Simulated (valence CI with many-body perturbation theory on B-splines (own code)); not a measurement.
Pb⁴⁸⁺: electric-dipole lines

Computed by configuration interaction combined with many-body perturbation theory (CI+MBPT): six valence electrons over a frozen Dirac-Fock core [Ar] 3d10, radial functions for each j: 9 s, 9 p, 8 d, 6 f, 3 g, 1 h, with the one-electron correlation potential Σ1, the two-electron term Σ2, the three-electron term Σ3, Breit, model QED; selected CI, second order for the rest, scaled by the run's own slope (own B-spline code, finite nucleus).

The last digits are not significant, and no measured levels were compared; by estimate large intervals hold to a few tenths of a per cent, small ones and those within an open d or f shell to about a per cent. Among the levels kept, up to 630 cm⁻¹ of a level comes from second order outside the variational space, and about a tenth of that is noise between levels of different J, which matters for small intervals.

Lines 101 to 144 of 144 in falling wavelength, among levels below 415.44 eV, chosen from the strongest by gf and those to the six lowest levels. Wavelengths and rates use the calculated energies. Electric multipoles are in the length gauge with retardation, E1 and E2 with the static RPA response of the core. Weak lines are less certain than strong ones. Lines between different terms over intervals too small for the method are left out, as are lines whose strength nearly cancels. The highest levels of a list are the least certain.

Levels are named by their leading jj configuration (3d3/2^4 stands for four electrons in 3d with j = 3/2), which in mixed levels can hold well under half, so a name can repeat and another be missing. Letters in brackets count levels of one name in rising energy.

```
λ vac (nm)                               Upper                           Lower   A (s⁻¹)  S (a.u.) with core polarisation  S without
     5.521  (4s^2 4p1/2 4p3/2^2 4d5/2) J=2 [a]        (4s^2 4p1/2 4p3/2^3) J=2  3.00e+09                         1.25e-03   1.31e-03
     5.517      (4s^2 4p1/2^2 4d3/2 4d5/2) J=2  (4s^2 4p1/2^2 4p3/2 4d3/2) J=3  1.27e+10                         5.25e-03   5.51e-03
     5.515      (4s^2 4p1/2^2 4d3/2 4d5/2) J=3  (4s^2 4p1/2^2 4p3/2 4d3/2) J=2  1.77e+11                         1.02e-01   1.07e-01
     5.501      (4s^2 4p1/2^2 4d3/2 4d5/2) J=2  (4s^2 4p1/2^2 4p3/2 4d3/2) J=1  1.43e+11                         5.89e-02   6.17e-02
     5.441      (4s^2 4p1/2^2 4d3/2 4d5/2) J=1  (4s^2 4p1/2^2 4p3/2 4d3/2) J=1  1.56e+11                         3.73e-02   3.91e-02
     5.429      (4s^2 4p1/2^2 4d3/2 4d5/2) J=1  (4s^2 4p1/2^2 4p3/2 4d3/2) J=0  1.63e+11                         3.87e-02   4.05e-02
     5.428  (4s^2 4p1/2 4p3/2^2 4d5/2) J=3 [b]        (4s^2 4p1/2 4p3/2^3) J=2  1.07e+09                         5.89e-04   6.18e-04
     5.415      (4s^2 4p1/2^2 4p3/2 4d5/2) J=1      (4s^2 4p1/2^2 4p3/2^2) J=0  3.74e+11                         8.81e-02   9.23e-02
     5.406      (4s^2 4p1/2^2 4d3/2 4d5/2) J=2  (4s^2 4p1/2^2 4p3/2 4d3/2) J=2  1.46e+11                         5.68e-02   5.95e-02
     5.398  (4s^2 4p1/2 4p3/2^2 4d5/2) J=2 [a]        (4s^2 4p1/2 4p3/2^3) J=1  7.34e+09                         2.85e-03   2.99e-03
     5.349      (4s^2 4p1/2^2 4d3/2 4d5/2) J=1  (4s^2 4p1/2^2 4p3/2 4d3/2) J=2  2.32e+10                         5.27e-03   5.53e-03
     5.324  (4s^2 4p1/2 4p3/2^2 4d5/2) J=2 [b]        (4s^2 4p1/2 4p3/2^3) J=2  2.82e+11                         1.05e-01   1.10e-01
     5.292  (4s^2 4p1/2 4p3/2^2 4d5/2) J=1 [b]        (4s^2 4p1/2 4p3/2^3) J=2  2.01e+11                         4.40e-02   4.62e-02
     5.279      (4s^2 4p1/2^2 4p3/2 4d5/2) J=3      (4s^2 4p1/2^2 4p3/2^2) J=2  7.48e+11                         3.80e-01   3.99e-01
     5.209  (4s^2 4p1/2 4p3/2^2 4d5/2) J=2 [b]        (4s^2 4p1/2 4p3/2^3) J=1  4.84e+11                         1.69e-01   1.77e-01
     5.200  (4s^2 4p1/2 4p3/2^2 4d5/2) J=3 [c]        (4s^2 4p1/2 4p3/2^3) J=2  9.85e+11                         4.79e-01   5.02e-01
     5.182      (4s^2 4p1/2^2 4p3/2 4d5/2) J=1      (4s^2 4p1/2^2 4p3/2^2) J=2  8.05e+10                         1.66e-02   1.74e-02
     5.179  (4s^2 4p1/2 4p3/2^2 4d5/2) J=1 [b]        (4s^2 4p1/2 4p3/2^3) J=1  7.23e+11                         1.49e-01   1.56e-01
     5.157  (4s^2 4p1/2 4p3/2^2 4d5/2) J=2 [c]        (4s^2 4p1/2 4p3/2^3) J=2  6.46e+11                         2.19e-01   2.30e-01
     5.049  (4s^2 4p1/2 4p3/2^2 4d5/2) J=2 [c]        (4s^2 4p1/2 4p3/2^3) J=1  7.89e+11                         2.51e-01   2.63e-01
     4.328            (4s 4p1/2^2 4p3/2^3) J=2      (4s^2 4p1/2^2 4p3/2^2) J=2  7.19e+11                         1.44e-01   1.51e-01
     4.272            (4s 4p1/2^2 4p3/2^3) J=1      (4s^2 4p1/2^2 4p3/2^2) J=0  4.36e+11                         5.04e-02   5.30e-02
     4.125            (4s 4p1/2^2 4p3/2^3) J=1      (4s^2 4p1/2^2 4p3/2^2) J=2  8.11e+11                         8.43e-02   8.88e-02
     3.777  (4s^2 4p1/2 4p3/2^2 4d3/2) J=1 [a]      (4s^2 4p1/2^2 4p3/2^2) J=0  3.51e+10                         2.80e-03   2.95e-03
     3.662  (4s^2 4p1/2 4p3/2^2 4d3/2) J=2 [a]      (4s^2 4p1/2^2 4p3/2^2) J=2  7.38e+09                         8.94e-04   9.42e-04
     3.662  (4s^2 4p1/2 4p3/2^2 4d3/2) J=1 [a]      (4s^2 4p1/2^2 4p3/2^2) J=2  6.87e+10                         4.99e-03   5.26e-03
     3.615  (4s^2 4p1/2 4p3/2^2 4d3/2) J=3 [a]      (4s^2 4p1/2^2 4p3/2^2) J=2  3.22e+10                         5.25e-03   5.53e-03
     3.501  (4s^2 4p1/2 4p3/2^2 4d3/2) J=2 [b]      (4s^2 4p1/2^2 4p3/2^2) J=2  1.63e+11                         1.72e-02   1.82e-02
     3.479  (4s^2 4p1/2 4p3/2^2 4d3/2) J=1 [b]      (4s^2 4p1/2^2 4p3/2^2) J=0  3.48e+10                         2.17e-03   2.29e-03
     3.405  (4s^2 4p1/2 4p3/2^2 4d3/2) J=3 [b]      (4s^2 4p1/2^2 4p3/2^2) J=2  2.94e+12                         4.02e-01   4.23e-01
     3.396  (4s^2 4p1/2 4p3/2^2 4d3/2) J=1 [c]      (4s^2 4p1/2^2 4p3/2^2) J=0  3.25e+12                         1.88e-01   1.99e-01
     3.393  (4s^2 4p1/2 4p3/2^2 4d3/2) J=2 [c]      (4s^2 4p1/2^2 4p3/2^2) J=2  3.32e+12                         3.20e-01   3.37e-01
     3.381  (4s^2 4p1/2 4p3/2^2 4d3/2) J=1 [b]      (4s^2 4p1/2^2 4p3/2^2) J=2  3.72e+12                         2.13e-01   2.25e-01
     3.341  (4s^2 4p1/2 4p3/2^2 4d5/2) J=1 [a]      (4s^2 4p1/2^2 4p3/2^2) J=0  5.91e+10                         3.26e-03   3.44e-03
     3.322  (4s^2 4p1/2 4p3/2^2 4d5/2) J=3 [a]      (4s^2 4p1/2^2 4p3/2^2) J=2  7.87e+10                         9.97e-03   1.05e-02
     3.303  (4s^2 4p1/2 4p3/2^2 4d3/2) J=1 [c]      (4s^2 4p1/2^2 4p3/2^2) J=2  6.73e+10                         3.59e-03   3.79e-03
     3.250  (4s^2 4p1/2 4p3/2^2 4d5/2) J=1 [a]      (4s^2 4p1/2^2 4p3/2^2) J=2  3.47e+10                         1.77e-03   1.86e-03
     3.175  (4s^2 4p1/2 4p3/2^2 4d5/2) J=1 [b]      (4s^2 4p1/2^2 4p3/2^2) J=0  5.45e+10                         2.58e-03   2.72e-03
     3.170  (4s^2 4p1/2 4p3/2^2 4d5/2) J=2 [a]      (4s^2 4p1/2^2 4p3/2^2) J=2  1.49e+09                         1.17e-04   1.24e-04
     3.139  (4s^2 4p1/2 4p3/2^2 4d5/2) J=3 [b]      (4s^2 4p1/2^2 4p3/2^2) J=2  2.26e+08                         2.41e-05   2.53e-05
     3.104  (4s^2 4p1/2 4p3/2^2 4d5/2) J=2 [b]      (4s^2 4p1/2^2 4p3/2^2) J=2  4.13e+10                         3.05e-03   3.21e-03
     3.093  (4s^2 4p1/2 4p3/2^2 4d5/2) J=1 [b]      (4s^2 4p1/2^2 4p3/2^2) J=2  5.04e+10                         2.21e-03   2.33e-03
     3.061  (4s^2 4p1/2 4p3/2^2 4d5/2) J=3 [c]      (4s^2 4p1/2^2 4p3/2^2) J=2  3.32e+10                         3.29e-03   3.47e-03
     3.046  (4s^2 4p1/2 4p3/2^2 4d5/2) J=2 [c]      (4s^2 4p1/2^2 4p3/2^2) J=2  5.98e+09                         4.17e-04   4.41e-04
```
